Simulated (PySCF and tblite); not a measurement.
Results of a calculation; reference values are marked as such.
## Conformers and averaged properties: 2,2-difluorocyclohexanone, C6H8F2O, numbered as in [O:1]=[C:2]1[CH2:3][CH2:4][CH2:5][CH2:6][C:7]1([F:8])[F:9]

Conformers came from 60 starts (ETKDG and KDG, MMFF94s, GFN2-xTB); geometries are GFN2-xTB. Energies: PBE0-D3(BJ)/pcSseg-1, with GFN2-xTB thermal terms (modes under about 100 cm⁻¹ blended into free rotors). Symmetry numbers and mirror images are counted. Conformers within 3 kcal/mol (GFN2-xTB free energy) were kept, 10 at most. GIAO shieldings: PBE0/pcSseg-1. Shifts are against TMS (¹H), TMS (¹³C), CFCl3 (¹⁹F) at the same level. (PySCF 2.14, tblite 0.8.)

The 6-ring runs over atoms 2–3–4–5–6–7. Of a mirror pair one member is shown.

```tsv
conformer	shape	symmetry	E(GFN2) kcal/mol	E(DFT) kcal/mol	G(298.15 K) kcal/mol	weight %	dipole D
1	6-ring chair (F9 axial)	C1 (pair)	0.00	0.00	0.00	99.9	4.14
2	6-ring twist-boat (ring torsions -34, 69, -34, -28, 63, -29°)	C1 (pair)	2.64	4.12	3.89	0.1	4.03
```

Weights (%) against temperature:

```csv
T (K),1,2,S(mix) cal/mol/K
180,100.0,0.0,1.38
230,100.0,0.0,1.38
298.15,99.9,0.1,1.40
330,99.7,0.3,1.41
400,99.2,0.8,1.47
```

Averaged shifts at 298.15 K. ¹H: 2.66 (H3, 2H), 2.19 (H6, 2H), 1.89 (H5, 2H), 1.85 (H4, 2H) ppm. ¹³C: 206.8 (C2), 124.2 (C7), 43.9 (C3), 43.2 (C6), 32.5 (C4), 26.2 (C5) ppm. ¹⁹F: -133.6 (F8/F9) ppm.

Coordinates of conformer 1 (Å):

```xyz
17

O     0.601    1.839    1.799
C     0.211    1.279    0.815
C    -1.187    0.782    0.575
C    -1.150   -0.749    0.454
C    -0.227   -1.178   -0.682
C     1.187   -0.646   -0.463
C     1.150    0.876   -0.339
F     2.398    1.376   -0.159
F     0.705    1.430   -1.510
H    -1.559    1.212   -0.357
H    -1.829    1.094    1.399
H    -0.799   -1.174    1.397
H    -2.160   -1.117    0.274
H    -0.195   -2.266   -0.744
H    -0.611   -0.796   -1.630
H     1.618   -1.044    0.458
H     1.841   -0.908   -1.296
```

Unscaled ¹⁹F shifts at such levels can be off by tens of ppm; differences between conformers or isomers are more reliable. Shifts are unscaled: against experiment ¹³C can be off by 15 ppm or more and ¹H by 0.8 ppm.

Search and properties took 65 s on 1 thread of Arm Neoverse V1 (shared host) (rough), launched as `OMP_NUM_THREADS=1 python ens_run.py task.json out`.


Conformer gaps in pcSseg-1 on xTB geometries can be 2 kcal/mol off for S=O, P=O and other polar bonds.